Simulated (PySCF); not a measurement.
How methods differ on the ionisation energy of Sr¹⁵⁺

Sr¹⁵⁺ [Ar] 3d5 [3d3/2^4 3d5/2^1, M_J = 5/2] → Sr¹⁶⁺ [Ar] 3d4 [3d3/2^4, M_J = 0], as a difference of total energies. Calculation: PySCF 2.14, in an even-tempered Gaussian basis (17 s from 1.3 bohr⁻², ratio 2.8; 12 p from 1.7 bohr⁻², ratio 2.8; 8 d from 1.7 bohr⁻², ratio 2.8; 4 f from 6.9 bohr⁻², ratio 3); the two-component X2C-1e Hamiltonian. Correlated levels: [Ne] frozen; the 76 highest virtual spinors dropped. "Screened" scales the spin-orbit matrix elements by Boettger's factors to mimic the two-electron term; Breit and QED terms are absent.

```
                    method  ionisation energy (eV)
           GHF (spin-free)                  564.33
          GMP2 (spin-free)                  564.75
 GHF (screened spin-orbit)                  563.19
GMP2 (screened spin-orbit)                  563.57
```

Problem. How much does correlation contribute at GMP2 (screened spin-orbit)?

Solution. 563.57 − (563.19) = 0.38 eV, measured against GHF (screened spin-orbit).

Breit and QED terms and the two-electron picture change are absent.

The spin-free rows relax to the high-spin LS determinant and lack the spin-orbit shift.

The labels give the starting determinants; with spin-orbit coupling the two ends relaxed to ⟨J²⟩ = 8.75, ⟨L²⟩ = 0.05, ⟨S²⟩ = 8.63 and ⟨J²⟩ = 3.22, ⟨L²⟩ = 5.79, ⟨S²⟩ = 5.79.

The determinant of Sr¹⁶⁺ mixes levels of different J (the jj label is only the starting occupation), so the difference between spin-free and spin-orbit rows is not the physical spin-orbit shift.

For comparison: 562 ± 3 eV (theoretical estimate listed by NIST; NIST Atomic Spectra Database, ionization energies).
